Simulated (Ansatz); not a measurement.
CaCl$_{2}$, charge +1, doublet, at a GFN2-xTB geometry (such geometries of metal compounds can be far from the true shape) (a state made from the parent by changing its charge; the spin is typed, not shown lowest); B3LYP/def2-TZVPP run with Ansatz (a quantum-chemistry and plane-wave program).

Input for Ansatz:
Ansatz 0.2 input:
```yaml
crystal:
  periodic: [false, false, false]
  atoms:
    - {symbol: Ca, position_ang: [0.31108244, -1.20410726, 0.00886416]}
    - {symbol: Cl, position_ang: [0.80493303, 0.95644142, -0.96803242]}
    - {symbol: Cl, position_ang: [-1.17091237, 0.46015535, 0.95760399]}
basis:
  gaussian:
    orbitals: def2-TZVPP
hamiltonian:
  xc: b3lyp
total_charge: 1
magnetization: {spin_polarized: true, initial_magnetization: 1}
```

What the program printed (banner, timings and long lists left out):

```
Functional definition: B3LYP
1011 factors; their error is unknown
mean field evaluation 1: about -43475.9959 eV, gradient 3.1e1 eV
mean field evaluation 2: about -43471.7579 eV, gradient 4.4e1 eV
mean field evaluation 4: about -43480.5766 eV, gradient 1.9e0 eV
mean field evaluation 8: about -43480.6693 eV, gradient 5.0e-2 eV
mean field evaluation 16: about -43480.6693 eV, gradient 1.2e-4 eV
mean field -43480.66932533 eV, -1597.8851254496 hartree, gradient 3.2e-5 eV, S^2 0.755435; 1 other end points of the search recorded, 0 dependent functions left out
reference -43480.66956833 eV, -1597.8851343796 hartree; 27, 26 occupied and 93, 94 virtual orbitals, 1011 factors
Total energy: -43480.66956833 eV, -1597.8851343796 hartree
```
